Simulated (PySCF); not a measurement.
Molfile (atoms numbered from 1):
```
C6H9F3Si
     RDKit          3D

 19 19  0  0  0  0  0  0  0  0999 V2000
   -1.3418    1.4046    0.5264 C   0  0  0  0  0  0  0  0  0  0  0  0
   -1.0335    0.1853   -0.3259 C   0  0  2  0  0  0  0  0  0  0  0  0
   -1.4033   -1.6001    0.2840 Si  0  0  0  0  0  4  0  0  0  0  0  0
    0.3429   -1.7152   -0.4918 C   0  0  0  0  0  0  0  0  0  0  0  0
    0.4704   -0.1739   -0.5065 C   0  0  2  0  0  0  0  0  0  0  0  0
    1.2931    0.2859    0.6437 C   0  0  0  0  0  0  0  0  0  0  0  0
    1.0001   -0.2662    1.8406 F   0  0  0  0  0  0  0  0  0  0  0  0
    2.2726    1.1786    0.5941 C   0  0  0  0  0  0  0  0  0  0  0  0
    3.0117    1.5917    1.6178 F   0  0  0  0  0  0  0  0  0  0  0  0
    2.6508    1.7860   -0.5287 F   0  0  0  0  0  0  0  0  0  0  0  0
   -2.4158    1.5769    0.5474 H   0  0  0  0  0  0  0  0  0  0  0  0
   -1.0054    1.2687    1.5513 H   0  0  0  0  0  0  0  0  0  0  0  0
   -0.8616    2.2956    0.1213 H   0  0  0  0  0  0  0  0  0  0  0  0
   -1.4555    0.3479   -1.3210 H   0  0  0  0  0  0  0  0  0  0  0  0
   -1.4530   -1.7592    1.7319 H   0  0  0  0  0  0  0  0  0  0  0  0
   -2.4813   -2.3069   -0.4035 H   0  0  0  0  0  0  0  0  0  0  0  0
    0.3531   -2.1139   -1.5033 H   0  0  0  0  0  0  0  0  0  0  0  0
    1.1352   -2.2114    0.0630 H   0  0  0  0  0  0  0  0  0  0  0  0
    0.9115    0.2350   -1.4181 H   0  0  0  0  0  0  0  0  0  0  0  0
  1  2  1  0
  2  3  1  0
  3  4  1  0
  4  5  1  0
  5  6  1  0
  6  7  1  0
  6  8  2  3
  8  9  1  0
  8 10  1  0
  5  2  1  0
  1 11  1  0
  1 12  1  0
  1 13  1  0
  2 14  1  6
  3 15  1  0
  3 16  1  0
  4 17  1  0
  4 18  1  0
  5 19  1  6
M  END
```

PySCF calculation with coordinates at the GFN2-xTB level and shieldings: GIAO PBE0/pcSseg-1; no solvent, relativity neglected, fast rotation and ring inversion assumed for equivalent nuclei, one conformer.

Q: List the cross peaks expected in HSQC, COSY and HMBC spectra.

A: 

HSQC (one-bond C–H):
```
                δH         δC
        3.37 (H19)  39.7 (C5)
        2.33 (H14)  27.7 (C2)
        1.87 (H17)  11.9 (C4)
        1.42 (H18)  11.9 (C4)
1.18 (H11/H12/H13)  17.5 (C1)
```

COSY cross peaks (H two or three bonds apart, from the bond graph; peaks can be absent where the dihedral angle is near 90°):
```
        δH                  δH
4.73 (H16)          4.59 (H15)
4.73 (H16)          2.33 (H14)
4.73 (H16)          1.87 (H17)
4.73 (H16)          1.42 (H18)
4.59 (H15)          2.33 (H14)
4.59 (H15)          1.87 (H17)
4.59 (H15)          1.42 (H18)
3.37 (H19)          2.33 (H14)
3.37 (H19)          1.87 (H17)
3.37 (H19)          1.42 (H18)
2.33 (H14)  1.18 (H11/H12/H13)
1.87 (H17)          1.42 (H18)
```

HMBC (two and three bonds, from the bond graph):
```
                δH                                                       δC
        4.73 (H16)               39.7 (C5), 27.7 (C2), 17.5 (C1), 11.9 (C4)
        4.59 (H15)               39.7 (C5), 27.7 (C2), 17.5 (C1), 11.9 (C4)
        3.37 (H19)  167.1 (C8), 140.9 (C6), 27.7 (C2), 17.5 (C1), 11.9 (C4)
        2.33 (H14)              140.9 (C6), 39.7 (C5), 17.5 (C1), 11.9 (C4)
        1.87 (H17)                         140.9 (C6), 39.7 (C5), 27.7 (C2)
        1.42 (H18)                         140.9 (C6), 39.7 (C5), 27.7 (C2)
1.18 (H11/H12/H13)                                     39.7 (C5), 27.7 (C2)
```

Shifts are taken against calculated references (same method and geometry level): TMS for $^{1}$H (σref 31.72) and $^{13}$C (σref 186.93).

Shifts are as computed. Against solution values, carbons near 30 ppm lie about +3 ppm off and those near 130 ppm about +5 ppm. Of 1211 compounds with measured shifts, 218 miss one by over three times the rms of a fit or turn the order of signals round; such compounds aren't used in these exercises.
